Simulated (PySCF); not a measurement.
Calculation: PBE-D3(BJ)/def2-TZVP // PBE0-D3(BJ)/def2-TZVP (PySCF). Isolated molecules, 0 K electronic values unless said otherwise. 

Reference species (SMILES): `C=C=N` (neutral, multiplicity 1).

| Property | Result |
|---|---|
| HOMO–LUMO gap | 4.54 eV |
| dipole moment | 1.43 D |
| LUMO | -1.20 eV |

Changed species: `C#CN`.

### Question
Give the shifts of the HOMO–LUMO gap, dipole moment and LUMO.

### Answer
the HOMO–LUMO gap increases by 0.70 eV, to 5.24 eV; the dipole moment rises by 0.50 D, to 1.93 D; the LUMO increases by 1.17 eV, to -0.03 eV.
